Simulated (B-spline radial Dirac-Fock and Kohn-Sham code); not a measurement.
**Elastic and transport cross sections of molybdenum for positrons**

Method: relativistic (Dirac) partial waves in the static field of the Dirac-Fock atom, without polarisation or absorption potentials. Computed with an atomic code on a B-spline grid. Below a few hundred eV the neglected polarisation potential matters, most of all at small angles. σ_tr1 and σ_tr2 weight the cross section with 1 − P₁ and 1 − P₂ of cos θ; "backward" is the share scattered beyond 90°.

| energy (eV) | σ (a₀²) | σ_tr1 (a₀²) | σ_tr2 (a₀²) | σ/σ_tr1 | backward (%) |
| --- | --- | --- | --- | --- | --- |
| 122 | 19.5 | 3.83 | 6.57 | 5.09 | 5.6 |
| 421 | 12.1 | 1.45 | 2.69 | 8.38 | 2.8 |
| 642 | 10.1 | 0.976 | 1.88 | 10.4 | 2.1 |
| 1030 | 8.18 | 0.610 | 1.21 | 13.4 | 1.5 |
| 1460 | 6.90 | 0.425 | 0.854 | 16.2 | 1.2 |
| 3220 | 4.50 | 0.179 | 0.373 | 25.1 | 0.72 |
| 4860 | 3.52 | 0.110 | 0.235 | 32.1 | 0.51 |
| 6330 | 2.99 | 0.0788 | 0.172 | 38.0 | 0.41 |
| 14200 | ? | ? | ? | ? | ? |
| 15600 | 1.65 | 0.0231 | 0.0535 | 71.4 | 0.17 |
| 17400 | 1.53 | 0.0197 | 0.0460 | 77.5 | 0.15 |
| 35200 | 0.924 | 0.00680 | 0.0165 | 136 | 0.072 |
| 80100 | 0.512 | 0.00182 | 0.00463 | 281 | 0.027 |
| 106000 | 0.423 | 0.00115 | 0.00297 | 366 | 0.019 |
| 108000 | 0.418 | 0.00112 | 0.00289 | 373 | 0.018 |
| 143000 | 0.349 | 0.000709 | 0.00185 | 492 | 0.012 |

**Question.** Fill in the row for 14.2 keV.

**Answer.** σ = 1.76 a₀², σ_tr1 = 0.0264 a₀², σ_tr2 = 0.0609 a₀², σ/σ_tr1 = 66.6, backward 0.19 %. The ratio σ/σ_tr1 is roughly the number of elastic collisions that randomise the direction.
